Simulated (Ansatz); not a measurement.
CH$_{7}$BSi$_{2}$, SMILES `[SiH3][SiH]1BC1`, relaxed with RKS PBE-D4/def2-SVP in Ansatz 0.2.0 from a rough embedded geometry. The force threshold is 0.03 eV/Å; the program also tests the step.

Total charge 0; spin multiplicity 1.

Start:

```xyz
11

Si   -1.382   -1.109   -0.401
Si   -0.146    0.670   -0.568
B     1.649    0.157    0.198
C     0.782    1.138    0.918
H    -1.681   -1.437    1.033
H    -0.765   -2.301   -1.039
H    -2.693   -0.900   -1.086
H     0.164    1.263   -1.867
H     2.699   -0.466    0.097
H     0.293    0.771    1.831
H     1.081    2.216    0.884
```

Question: How much energy does the relaxation release, and in how many steps? (Best estimate.)

Answer: The calculation gave: 82.51 kJ/mol, in 16 steps, 2 of them rejected.

Question: Which bonds change most? (An estimate is asked.)

Answer: The calculation gave: Si2–C4 from 1.813 to 2.106 Å; Si1–Si2 from 2.173 to 2.338 Å; Si2–B3 from 2.019 to 1.931 Å; Si2–H8 from 1.461 to 1.511 Å.

Question: Give the relaxed structure. (Estimate.)

Answer: Ansatz gave: 
```xyz
11

Si   -1.536   -1.145   -0.398
Si    0.442    0.023   -0.829
B     1.948    0.347    0.336
C     0.789    1.032    0.987
H    -1.508   -1.614    1.033
H    -1.634   -2.341   -1.307
H    -2.756   -0.287   -0.608
H     0.396    0.748   -2.154
H     3.110    0.644    0.185
H    -0.076    0.506    1.434
H     0.826    2.087    1.320
```
